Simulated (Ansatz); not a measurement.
C8H10, charge +1, doublet (typed; the unrestricted solution is spin-contaminated), geometry from GFN2-xTB (a state made from the parent by changing its charge; the spin is typed, not shown lowest); Ansatz (an electronic-structure program) with HF/STO-3G.

Here is a job for Ansatz.
Ansatz 0.2 input:
```yaml
crystal:
  periodic: [false, false, false]
  atoms:
    - {symbol: C, position_ang: [2.87152259, 0.08691800, 0.06861747]}
    - {symbol: C, position_ang: [1.40886627, 0.03683026, 0.03083825]}
    - {symbol: C, position_ang: [0.68936858, 0.64764773, -1.02759803]}
    - {symbol: C, position_ang: [-0.67673347, 0.60401654, -1.06217740]}
    - {symbol: C, position_ang: [-1.40810404, -0.05301411, -0.04054810]}
    - {symbol: C, position_ang: [-2.87102768, -0.09742603, -0.07492200]}
    - {symbol: C, position_ang: [-0.68927522, -0.64962981, 1.02640884]}
    - {symbol: C, position_ang: [0.67682938, -0.60605282, 1.06095569]}
    - {symbol: H, position_ang: [3.30384832, 0.15376583, -0.92919971]}
    - {symbol: H, position_ang: [3.18606950, 0.99930938, 0.59353149]}
    - {symbol: H, position_ang: [3.29593890, -0.74517196, 0.62867350]}
    - {symbol: H, position_ang: [1.23781155, 1.14700027, -1.81230013]}
    - {symbol: H, position_ang: [-1.21556280, 1.06864478, -1.87437444]}
    - {symbol: H, position_ang: [-3.26516991, -0.97499527, 0.43648531]}
    - {symbol: H, position_ang: [-3.26942085, 0.77042684, 0.46826010]}
    - {symbol: H, position_ang: [-3.25975785, -0.02303305, -1.08957474]}
    - {symbol: H, position_ang: [-1.23790648, -1.14498458, 1.81350949]}
    - {symbol: H, position_ang: [1.21547125, -1.06670083, 1.87554076]}
basis:
  gaussian:
    orbitals: STO-3G
hamiltonian:
  xc: hf
total_charge: 1
magnetization: {spin_polarized: true, initial_magnetization: 1}
```

Output, abridged:

```
Functional definition: HF
704 factors; integrals over basis functions are off by at most 4.6e-5 eV
mean field evaluation 1: about -8293.1645 eV, gradient 1.4e1 eV
mean field evaluation 2: about -8293.5420 eV, gradient 1.4e1 eV
mean field evaluation 4: about -8295.2338 eV, gradient 1.5e0 eV
mean field evaluation 8: about -8295.2839 eV, gradient 6.7e-2 eV
mean field evaluation 16: about -8295.2839 eV, gradient 1.0e-3 eV
mean field evaluation 32: about -8295.3025 eV, gradient 2.3e-2 eV
mean field evaluation 64: about -8295.2500 eV, gradient 5.9e-1 eV
mean field evaluation 96: about -8295.2794 eV, gradient 3.4e-1 eV
mean field evaluation 128: about -8281.7634 eV, gradient 2.2e1 eV
mean field evaluation 160: about -8295.2840 eV, gradient 1.0e-2 eV
mean field -8295.30266981 eV, -304.8467503573 hartree, gradient 2.4e-6 eV, S^2 0.959325; 6 other end points of the search recorded, 0 dependent functions left out
reference -8295.30266981 eV, -304.8467503573 hartree; 29, 28 occupied and 21, 22 virtual orbitals, 704 factors
Total energy: -8295.30266981 eV, -304.8467503573 hartree
```
